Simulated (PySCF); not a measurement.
Species, as SMILES: BN (BH2-NH2).
Geometry (B3LYP-D3(BJ)/def2-TZVP, fixed):
```xyz
6

B     -0.7766     0.0323    -0.0041
N      0.6098    -0.0254     0.0032
H     -1.3984    -0.9854    -0.0254
H     -1.3119     1.0982     0.0110
H      1.1972     0.7922     0.0209
H      1.1274    -0.8889    -0.0085
```

Basis-set convergence of the mean static polarisability at PBE0 with PySCF. All functions are spherical. Density fitting with generated auxiliary sets. In sets without p functions on hydrogen, species with hydrogen take exact integrals. No added dispersion term, no relativity. Reference: the value in d-aug-cc-pVTZ, 26.70 bohr³, itself unsure by roughly 0.3 % (its mean distance from aug-pcseg-2, aug-cc-pVTZ).

```json
[
 {"basis": "STO-3G", "functions": "14", "mean static polarisability (bohr³)": "[?]"},
 {"basis": "pcseg-1", "functions": "48", "mean static polarisability (bohr³)": "[?]"},
 {"basis": "6-311G**", "functions": "60", "mean static polarisability (bohr³)": "22.03"},
 {"basis": "def2-SVPD", "functions": "72", "mean static polarisability (bohr³)": "[?]"},
 {"basis": "aug-cc-pVTZ", "functions": "184", "mean static polarisability (bohr³)": "26.66"},
 {"basis": "aug-pcseg-2", "functions": "184", "mean static polarisability (bohr³)": "26.57"},
 {"basis": "cc-pVQZ", "functions": "230", "mean static polarisability (bohr³)": "[?]"},
 {"basis": "def2-QZVPP", "functions": "234", "mean static polarisability (bohr³)": "25.68"},
 {"basis": "pcseg-3", "functions": "252", "mean static polarisability (bohr³)": "26.10"}
]
```

### Question
Some entries are withheld; supply them.

### Answer

- STO-3G, mean static polarisability (bohr³): 9.91
- pcseg-1, mean static polarisability (bohr³): 20.90
- def2-SVPD, mean static polarisability (bohr³): 25.88
- cc-pVQZ, mean static polarisability (bohr³): 25.30
